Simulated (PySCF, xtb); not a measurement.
O₂Se, SMILES O=[Se]=O.

Harmonic wavenumbers (cm⁻¹) from GFN2-xTB in xtb at its own minimum, in rising order: 397, 877, 900.

**Question.** What does ωB97X-D3(BJ)/def2-TZVP run with PySCF give at its own minimum? (Estimate from the structure and the level; the computed values follow.)

**Answer.** 391, 1043, 1081. Paired by order, the mean absolute difference is 118 cm⁻¹ and the zero-point energies are 3.1 and 3.6 kcal/mol.
